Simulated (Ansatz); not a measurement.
Coupled-cluster run, CH$_{9}$NO$_{2}$Si$_{2}$ (`C[Si](N)(O)O[SiH3]`).

```yaml
crystal:
  periodic: [false, false, false]
  atoms:
    - {symbol: C, position_ang: [1.862106, 0.622410, -1.080702]}
    - {symbol: Si, position_ang: [0.202470, -0.031934, -0.599345]}
    - {symbol: N, position_ang: [-1.173148, 0.940305, -0.921388]}
    - {symbol: O, position_ang: [0.022493, -1.436560, -1.428753]}
    - {symbol: O, position_ang: [0.211380, -0.244709, 1.025970]}
    - {symbol: Si, position_ang: [-0.788511, -0.680293, 2.241865]}
    - {symbol: H, position_ang: [1.908140, 0.817795, -2.154392]}
    - {symbol: H, position_ang: [2.645812, -0.097272, -0.833228]}
    - {symbol: H, position_ang: [2.077212, 1.554605, -0.553557]}
    - {symbol: H, position_ang: [-1.396453, 1.716207, -0.318950]}
    - {symbol: H, position_ang: [-1.451259, 1.130879, -1.870545]}
    - {symbol: H, position_ang: [-0.842141, -1.848281, -1.383248]}
    - {symbol: H, position_ang: [0.035089, -1.091109, 3.405405]}
    - {symbol: H, position_ang: [-1.653405, 0.463476, 2.638110]}
    - {symbol: H, position_ang: [-1.659786, -1.815520, 1.832777]}
basis:
  gaussian: {orbitals: def2-TZVPP}
correlation: {method: ccsd_t}
```

```sh
$ ansatz run in.yaml --threads 2 --pin off --events-out ev --progress --plain --max-ram 32768MiB --backend cuda --devices 0, --max-vram 18GiB
```

The program prints (abridged):

```
Functional definition: HF
1948 factors; integrals over basis functions are off by at most 1.2e-3 eV
mean field evaluation 1: about -22455.8376 eV, gradient 5.9e1 eV
mean field evaluation 2: about -22456.1609 eV, gradient 5.9e1 eV
mean field evaluation 4: about -22462.8506 eV, gradient 4.8e0 eV
mean field evaluation 8: about -22462.9396 eV, gradient 3.1e-1 eV
mean field -22462.94004505 eV, -825.4978207278 hartree, gradient 5.7e-6 eV, S^2 0.000000; 0 other end points of the search recorded, 0 dependent functions left out
14 core orbitals not correlated: weight in the atoms' cores, before any rotation towards them, 1.000 or more for the frozen orbitals, at most 0.000 for the correlated occupied ones
reference -22462.94004505 eV, -825.4978207278 hartree; 19, 19 occupied and 301, 301 virtual orbitals, 1948 factors
second order -30.21702866 eV of doubles, -0.00000000 eV of singles
cycle   1  -30.74087007 eV  change   -5.2e-1 eV  update   1.1e-1
cycle   2  -31.43951519 eV  change   -7.0e-1 eV  update   3.2e-2
cycle   3  -31.58670207 eV  change   -1.5e-1 eV  update   1.5e-2
cycle   4  -31.57193902 eV  change    1.5e-2 eV  update   3.2e-3
cycle   5  -31.57141831 eV  change    5.2e-4 eV  update   1.4e-3
cycle   6  -31.57196950 eV  change   -5.5e-4 eV  update   3.8e-4
cycle   7  -31.57174119 eV  change    2.3e-4 eV  update   1.4e-4
cycle   8  -31.57168976 eV  change    5.1e-5 eV  update   4.2e-5
cycle   9  -31.57170120 eV  change   -1.1e-5 eV  update   1.6e-5
perturbative correction -1.12630976 eV, -0.0413911204 hartree
Total energy: -22495.63805601 eV, -826.6994504671 hartree
```

It took 12 s on 2 threads of an AMD EPYC 7R13 on a shared host and a share of an NVIDIA H100 80 GB, with 0.84 GiB of host memory at the peak.

MP2 recovers 92.4 % of the CCSD(T) correlation energy and the triples give 3.4 %; T1 = 0.0108.
